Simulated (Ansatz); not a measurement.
Reaction (atomization): `CB1CN1[SiH3]` → B• + 2 C• + 8 H• + N• + Si•

Gas-phase electronic energies from Ansatz, PBE0-D4/def2-TZVP geometries. CCSD(T)/CBS is the MP2 limit (def2-TZVPP, def2-QZVPP) plus CCSD(T) − MP2 in def2-TZVPP, frozen cores. This one scheme is used for every species, atoms too. DFT in def2-TZVPP. No spin–orbit coupling; open shells (•) take unrestricted orbitals. Spin–orbit coupling would lower the free atoms: a little for B, C, Si.

`CB1CN1[SiH3]`:

Cartesian coordinates in Å:
```
C -0.567 -2.124 -0.482
B -0.501 -0.581 -0.405
C -0.978 0.841 -0.758
N 0.167 0.478 0.141
Si 1.307 1.376 1.054
H -1.548 -2.476 -0.149
H -0.465 -2.453 -1.521
H 0.201 -2.618 0.116
H -0.702 1.328 -1.693
H -1.831 1.305 -0.264
H 2.212 0.430 1.754
H 0.607 2.232 2.049
H 2.100 2.260 0.158
```

```
             level  ΔE (kJ/mol)  difference from CCSD(T)/CBS
            PBE-D4       4932.7                         97.2
         r2SCAN-D4       4865.7                         30.2
           PBE0-D4       4872.3                         36.8
           ωB97X-V       4875.7                         40.2
           ωB97M-V       4875.7                         40.2
            B2PLYP       4812.0                        -23.5
               PBE       4908.2                         72.7
            r2SCAN       4859.3                         23.8
     HF/def2-TZVPP       3616.6                      -1218.9
    MP2/def2-TZVPP       4775.1                        -60.4
SCS-MP2/def2-TZVPP       4776.8                        -58.7
   CCSD/def2-TZVPP       4655.3                       -180.2
CCSD(T)/def2-TZVPP       4716.8                       -118.7
    MP2/def2-QZVPP       4845.7                         10.2
      HF/CBS(def2)       3625.2                      -1210.3
     MP2/CBS(def2)       4893.7                         58.2
       CCSD(T)/CBS       4835.5                            0
```

Largest T1 diagnostic among the species: 0.014.

From PBE to PBE0 (25 % exact exchange), in def2-TZVPP and without D4, ΔE moves by −56.7 kJ/mol: exact exchange takes away binding that semilocal exchange gives to molecules. In def2-TZVPP, CCSD(T) changes the Hartree–Fock value by +1100.2 kJ/mol (the triples alone add +61.6 kJ/mol) and MP2 by +1158.4 kJ/mol; breaking electron pairs costs correlation energy, which Hartree–Fock lacks. The D4 term adds +39.2 kJ/mol with B3LYP and +20.8 kJ/mol with PBE0; it sums over pairs of atoms, weighted by their polarisabilities, and B3LYP, whose exchange is more repulsive, gets the larger term.

B3LYP here is the variant with VWN-RPA as its local correlation; programs differ in this.

For atomizations the MP2-based limit and the directly extrapolated one differ by several kJ/mol either way, and by 10 to 25 for some Ge, Se and Sn compounds, so smaller differences from it don't rank the levels.
